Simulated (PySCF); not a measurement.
## Structure from 2D NMR

Compound of formula C7H11FO. Correlations simulated from computed shifts and the bond graph:

HSQC (one-bond C–H):
```tsv
δH	δC
2.52	28.1
2.39	37.1
2.10	15.0
1.12	13.5
```

COSY cross peaks (H two or three bonds apart, from the bond graph; peaks can be absent where the dihedral angle is near 90°):
```tsv
δH	δH
2.39	1.12
```

HMBC (two and three bonds, from the bond graph):
```tsv
δH	δC
2.52	182.5, 120.5, 37.1
2.39	182.5, 120.5, 28.1, 13.5
2.10	182.5, 165.9, 120.5
1.12	182.5, 37.1
```

Carbons without hydrogens: δ 182.5, 165.9, 120.5.

Equivalent nuclei averaged, non-relativistic Hamiltonian, one computed conformer, in vacuum. Coordinates at the GFN2-xTB level; shieldings: GIAO PBE0/pcSseg-1; PySCF 2.14.

δ = σ(ref) − σ, references computed at the same level: ¹H (31.72 ppm) and ¹³C (186.93 ppm) vs TMS.

Exchangeable hydrogens are left out of these lists.

Problem. Which molecule is this?

Solution. SMILES CC/C(C)=C(\C)C(=O)F.

Structure with atom numbers: `[CH3:1][CH2:2]/[C:3]([CH3:4])=[C:5](\[CH3:6])[C:7](=[O:8])[F:9]`. Each H is labelled by its parent atom.

- δC 182.5 is C3, a β carbon of a C=C–C=O unit.
- δC 165.9 is C7, a carbonyl carbon.
- δC 120.5 is C5, an α carbon of a C=C–C=O unit.
- δC 37.1 is C2, an allylic sp3 CH2 (δH 2.39).
- δC 28.1 is C4, an allylic methyl carbon (δH 2.52).
- δC 15.0 is C6, an allylic methyl carbon (δH 2.10).
- δC 13.5 is C1, a methyl carbon (δH 1.12).
- HMBC from δH 2.52 reaches the proton-free carbons C3, C5.
- HMBC from δH 2.39 reaches the proton-free carbons C3, C5.
- HMBC from δH 2.10 reaches the proton-free carbons C3, C7, C5.
- HMBC from δH 1.12 reaches the proton-free carbon C3.
- COSY links 2.39–1.12.

The data come from this structure; uniqueness wasn't tested.

Shifts are as computed. Against solution values, carbons near 30 ppm lie about +3 ppm off and those near 130 ppm about +5 ppm. Of 1211 compounds with measured shifts, 218 miss one by over three times the rms of a fit or turn the order of signals round; such compounds aren't used in these exercises.
